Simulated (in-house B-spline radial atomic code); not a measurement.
Cu⁺. Computed with a B-spline radial atomic code. Model: all-electron spherical atom, spin shells full or empty, radial basis limit, no spin-orbit coupling: exact exchange with a local potential (Slater, KLI or optimised effective potential, whose far tail is KLI's), no correlation.

Exchange potential has not reached -1/r at the last radius.

The run also made RPA and GW results, which its time includes.

The Slater potential averages the orbital exchange potentials with the orbital densities as weights, KLI adds orbital constants, and the optimised effective potential minimises the exact-exchange energy among local potentials. So their energies lie above Hartree-Fock in the order OEP, KLI, Slater. All fall off as −1/r, unlike LDA and GGA exchange.

Command:
```bash
python run_gw.py task.json out
```
Settings (nuclear radius in fm, other lengths in bohr, energies in hartree):
```
Z                      29
electrons              28
configuration          [Ar] 3d10
hamiltonian            x2c
method                 kli
lmax                   9
rms_radius             3.8823
spin_polarised         False
box_radius             23.78
intervals              105
```

Cost of the run: 9 s on 1 thread of Arm Neoverse N1, on a shared host.

Given: hamiltonian one-electron scalar X2C; mean-field start exchange-only KLI.

Computed: energy above Hartree-Fock 9.5292 millihartree.

```csv
radius (bohr),r times exchange potential (hartree bohr)
0.00172,-0.041275
0.00214,-0.051275
0.00265,-0.063356
0.00329,?
0.00408,-0.096771
0.00506,-0.11919
0.00628,?
0.00778,-0.17895
0.00966,-0.21779
0.012,-0.26299
0.0149,-0.31392
0.0184,-0.36771
0.0228,-0.42364
0.0283,-0.4764
0.0351,-0.51858
0.0436,-0.5429
0.0541,-0.54502
0.0671,-0.53705
0.0832,-0.5605
0.103,-0.65098
0.128,-0.78523
0.159,-0.90624
0.197,-0.96925
0.244,-0.94671
0.303,-0.85435
0.376,-0.86135
0.466,-1.0791
0.578,-1.3249
0.717,-1.486
0.889,-1.5282
1.1,-1.4673
1.37,-1.3506
1.7,-1.2375
2.1,-1.153
2.61,-1.0927
3.24,-1.0537
4.01,-1.0307
```

(1) What belongs in the row 0.00329?

(2) What belongs in the row 0.00628?

```json
{"occupied": "1s", "level (hartree)": "-325.41", "Hartree-Fock level (hartree)": "-332.81"}
{"occupied": "2s", "level (hartree)": "-39.569", "Hartree-Fock level (hartree)": "-41.969"}
{"occupied": "2p", "level (hartree)": "-34.236", "Hartree-Fock level (hartree)": "-36.115"}
{"occupied": "3s", "level (hartree)": "-4.8495", "Hartree-Fock level (hartree)": "-5.4712"}
{"occupied": "3p", "level (hartree)": "?", "Hartree-Fock level (hartree)": "?"}
{"occupied": "3d", "level (hartree)": "-0.80179", "Hartree-Fock level (hartree)": "-0.80281"}
```

(3) What belongs in the row 3p?

| empty | level (hartree) |
| --- | --- |
| 4s | -0.66152 |
| 4p | -0.43884 |
| 5s | ? |
| 4d | -0.21762 |
| 5p | -0.19759 |

(4) What belongs in the row 5s?

Results:

(1) r times exchange potential (hartree bohr): -0.078399.

(2) r times exchange potential (hartree bohr): -0.14649.

(3) level (hartree): -3.2851; Hartree-Fock level (hartree): -3.6826.

(4) level (hartree): -0.25741.

The highest level, 3d, differs from Hartree-Fock by +0.028 eV and the deepest, 1s, by +201 eV: a local potential can match the highest level but can't give each shell its own exchange.
